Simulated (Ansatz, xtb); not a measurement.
Relative energy of two isomers of C2H5BrSi

We compare a, `[SiH3]/C=C\Br`, a singlet, with b, `[SiH3]/C=C/Br`, a singlet. Both are isolated molecules in the gas phase, relaxed with B3LYP-D3(BJ)/def2-SVP.

Q: Which of the two would you expect CCSD(T)/def2-SVP + ΔMP2/def2-TZVPP electronic energies to favour?

A: Too close to call at this level: CCSD(T)/def2-SVP + ΔMP2/def2-TZVPP gives E(b) − E(a) = −3.33 kJ/mol.

The same difference at several levels:

```json
{"level": "GFN2-xTB", "geometry": "GFN2-xTB", "E(b) − E(a) (kJ/mol)": "−0.76", "departure from the last row (kJ/mol)": "+2.57", "job, with rough time for the two": "optimisation, 0.18 s"}
{"level": "HF/STO-3G", "geometry": "GFN2-xTB", "E(b) − E(a) (kJ/mol)": "−5.92", "departure from the last row (kJ/mol)": "−2.59", "job, with rough time for the two": "single point, 0.55 s"}
{"level": "r2SCAN-D4/def2-SVP", "geometry": "GFN2-xTB", "E(b) − E(a) (kJ/mol)": "−1.42", "departure from the last row (kJ/mol)": "+1.91", "job, with rough time for the two": "single point, 4 s"}
{"level": "B3LYP-D3(BJ)/def2-SVP", "geometry": "B3LYP-D3(BJ)/def2-SVP", "E(b) − E(a) (kJ/mol)": "−1.59", "departure from the last row (kJ/mol)": "+1.74", "job, with rough time for the two": "optimisation, 36 s"}
{"level": "HF/def2-SVP", "geometry": "B3LYP-D3(BJ)/def2-SVP", "E(b) − E(a) (kJ/mol)": "−5.37", "departure from the last row (kJ/mol)": "−2.04", "job, with rough time for the two": "part of the CCSD(T) run"}
{"level": "MP2/def2-SVP", "geometry": "B3LYP-D3(BJ)/def2-SVP", "E(b) − E(a) (kJ/mol)": "−2.53", "departure from the last row (kJ/mol)": "+0.80", "job, with rough time for the two": "part of the CCSD(T) run"}
{"level": "CCSD(T)/def2-SVP", "geometry": "B3LYP-D3(BJ)/def2-SVP", "E(b) − E(a) (kJ/mol)": "−2.26", "departure from the last row (kJ/mol)": "+1.07", "job, with rough time for the two": "single point"}
{"level": "CCSD(T)/def2-SVP + ΔMP2/def2-TZVPP", "geometry": "B3LYP-D3(BJ)/def2-SVP", "E(b) − E(a) (kJ/mol)": "−3.33", "departure from the last row (kJ/mol)": "", "job, with rough time for the two": "single point, 26 s"}
```

As drawn, both hold the same kinds of bond in the same numbers.

The largest departure from CCSD(T)/def2-SVP + ΔMP2/def2-TZVPP is that of HF/STO-3G, 2.59 kJ/mol. The last row adds to CCSD(T) the change of the MP2 difference between the two basis sets, here −1.07 kJ/mol.

With harmonic frequencies from B3LYP-D3(BJ)/def2-SVP (ideal gas, rigid rotor, one conformer each, 298.15 K, 1 atm): the zero-point term adds −0.19 kJ/mol; ΔH is −3.03 and ΔG −3.16 kJ/mol.

The correlated steps freeze 16 core orbitals; the filled d shell of Br is correlated, in a basis made for valence electrons. Run with Ansatz 0.2.0, xtb 6.7.1; the last row on 2 threads of Intel(R) Xeon(R) Processor @ 2.70GHz on a shared host.
